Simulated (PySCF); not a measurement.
Geometry:
```
atom   x (Å)   y (Å)   z (Å)
  C1   2.826   0.410   0.346
  C2   1.969  -0.385  -0.640
  C3   0.508  -0.278  -0.285
  C4  -0.155  -1.222   0.396
 Si5  -1.999  -1.149   0.649
  C6  -2.398   0.391  -0.395
  C7  -1.237   1.360  -0.225
  O8   0.000   0.897  -0.731
  H9   3.878   0.328   0.083
 H10   2.543   1.459   0.327
 H11   2.689   0.032   1.357
 H12   2.111   0.019  -1.644
 H13   2.271  -1.433  -0.635
 H14   0.411  -2.089   0.700
 H15  -2.392  -0.922   2.048
 H16  -2.683  -2.327   0.105
 H17  -2.506   0.142  -1.451
 H18  -3.314   0.892  -0.086
 H19  -1.410   2.296  -0.766
 H20  -1.116   1.593   0.844
```

PySCF 2.14 calculation with shielding tensors at PBE0/pcSseg-1 (GIAO) and geometry: GFN2-xTB; one averaged value for each set of equivalent atoms, non-relativistic, gas phase, one conformer.

δ = σ(ref) − σ, references computed at the same level: TMS for 13C (σ = 186.93 ppm).

Task: Do the 13C shifts follow the atomic charges (in e)? Tabulate both.

Result: 
| atoms | hybridisation | δ (ppm) | σ para (ppm) | Hirshfeld | IAO | Mulliken | ESP-fitted |
| --- | --- | --- | --- | --- | --- | --- | --- |
| C3 | sp2 | 184.7 | -252 | +0.09 | +0.24 | +0.11 | +0.30 |
| C4 | sp2 | 84.1 | -158 | -0.21 | -0.57 | -0.46 | -0.65 |
| C7 | sp3 | 68.7 | -127 | +0.01 | -0.05 | +0.04 | +0.28 |
| C2 | sp3 | 38.4 | -100 | -0.07 | -0.26 | -0.18 | -0.05 |
| C1 | sp3 | 17.5 | -77 | -0.12 | -0.41 | -0.28 | -0.08 |
| C6 | sp3 | 7.6 | -75 | -0.17 | -0.56 | -0.55 | -0.49 |

Correlation coefficients of δ with charge over these carbons: Hirshfeld +0.69, IAO +0.77, Mulliken +0.66, ESP-fitted +0.47; with the paramagnetic shielding -1.00. Among the 4 sp3 carbons alone: Hirshfeld +0.99, IAO +0.99, Mulliken +0.95, ESP-fitted +0.92. With so few points, grouped by hybridisation, these coefficients are fragile. Charge is one influence among several: hybridisation and low-lying excitations act through the paramagnetic term.

Shifts are as computed. Against solution values, carbons near 30 ppm lie about +3 ppm off and those near 130 ppm about +5 ppm. Of 1211 compounds with measured shifts, 218 miss one by over three times the rms of a fit or turn the order of signals round; such compounds aren't used in these exercises.
